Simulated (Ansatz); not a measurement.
The first iterations of a band of AlCl$_{2}$H$_{4}$N (8 atoms, charge 0, multiplicity 1).

Computed with RHF/def2-SVP (Ansatz).

```json
{"movable images": "7", "climbing image": "yes", "spring": "5.0 eV/Å²", "optimiser": "quadratic models (default)", "start path": "through a guess of the saddle point", "force threshold": "0.2 eV/Å", "iteration limit": "60", "end points": "relaxed"}
```

Initial state:

```xyz
8
Properties=species:S:1:pos:R:3
Al 0.011 -0.057 0.195
H -0.172 0.857 1.460
Cl 1.926 -0.029 -0.771
Cl -1.669 -0.261 -1.123
N 0.060 -1.960 0.956
H -0.696 -2.505 0.569
H 0.929 -2.408 0.704
H -0.021 -1.983 1.962
```

Final state:

```xyz
8
Properties=species:S:1:pos:R:3
Al 0.124 -0.812 -0.527
H -0.229 0.534 2.574
Cl 1.910 0.229 -0.864
Cl -1.681 -0.007 -1.222
N 0.142 -2.353 0.300
H -0.667 -2.916 0.480
H 0.966 -2.808 0.645
H -0.197 -0.212 2.566
```

| iteration | highest image above the first end (eV) | largest band force component (eV/Å) |
| --- | --- | --- |
| 1 | 5.193 | 11.457 |
| 2 | 3.483 | 3.233 |
| 3 | 2.628 | 1.928 |

Task: Does the band converge within its limit, and where does its top end?

Result: It converged. It ended after 11 iterations with the highest image 2.170 eV above the first end. The threshold of 0.2 eV/Å is loose, so the images may lie well off the minimum-energy path. The profile has 2 maxima (images 1, 4) with wells between them (image 2): this band takes more than one step, which may be the mechanism or a detour left from its start path. Neighbouring images differ by up to 1.8 eV, so the band resolves the path poorly. Another band between the same ends (7 images) ends at a top of the same energy, where a vibrational analysis finds 1 clearly imaginary mode. The orbitals stay closed-shell, which can raise the energy where a bond breaks towards radicals; this wasn't checked here.

Time of the run: 100 s on 1 thread of Arm Neoverse V2, on a shared host, peak memory 0.16 GiB.
